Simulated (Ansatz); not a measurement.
System: dimethylgermane, C2H8Ge (charge 0, singlet). SMILES: [CH3][GeH2][CH3]
Geometry: optimised at B3LYP-D3(BJ)/def2-TZVP (Ansatz, a first-principles code).

Quantity: vertical triplet-singlet gap (E(triplet) - E(singlet); each state is the SCF solution reached for its spin), in eV. Cores are frozen in the correlated levels unless marked. UHF or UKS for open shells. No spin-orbit coupling. Frozen are the shells of the preceding noble gas and the d and f shells that filled before the atom's block. Non-relativistic. CBS(X,Y): correlation extrapolated as X^-3; Hartree-Fock from the larger set. [CCSD(T)-MP2]/basis is that difference in the basis named.

```csv
level,program,vertical triplet-singlet gap (eV),minus last row
HF/aug-cc-pVTZ,Ansatz,7.08,-0.55
HF/aug-cc-pVQZ,Ansatz,7.07,-0.56
r2SCAN/def2-TZVPD,Ansatz,7.36,-0.27
MP2/aug-cc-pVTZ,Ansatz,7.79,0.16
RI-MP2/aug-cc-pVQZ,Ansatz,7.83,0.20
SCS-MP2/aug-cc-pVDZ,Ansatz,7.76,0.13
SCS-MP2/aug-cc-pVTZ,Ansatz,7.85,0.22
CCSD/aug-cc-pVTZ,Ansatz,7.58,-0.05
CCSD(T)/aug-cc-pVDZ,Ansatz,7.51,-0.12
"RI-MP2/CBS(aug-cc-pVTZ,aug-cc-pVQZ)+[CCSD(T)-MP2]/aug-cc-pVTZ",Ansatz,7.63,0.00
```
